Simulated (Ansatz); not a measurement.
SnH3(NHEt) (C2H9NSn). The state is a singlet with charge 0. Geometry PBE-D4/def2-SVP, basis def2-TZVP, Ansatz.

| run | HOMO (eV) | LUMO (eV) |
| --- | --- | --- |
| A | -6.28 | -0.39 |
| B | -6.50 | -0.13 |
| C | -6.10 | -0.49 |
| D | -9.21 | 1.82 |
| E | -5.18 | -0.93 |
| F | -5.43 | -0.57 |

In the def2 sets Sn takes a core potential; there is no spin–orbit coupling. LC-ωPBE has ω = 0.4 bohr⁻¹. B3LYP takes the VWN-RPA correlation. HSE06 is defined as in plane-wave codes, on full-range PBE exchange.

The runs used B3LYP, HSE06, LC-ωPBE, PBE, PBE0, r2SCAN. Estimate which is which.

A B3LYP (20 % exact exchange); B PBE0 (25 % exact exchange); C HSE06 (range-separated); D LC-ωPBE (range-separated); E PBE (0 % exact exchange); F r2SCAN (0 % exact exchange). Exact exchange lowers occupied and raises empty levels; among semilocal functionals meta-GGAs tend to open the gap a little, and such runs are hard to tell apart. The gap grows from 4.24 eV (PBE) to 11.03 eV (LC-ωPBE).
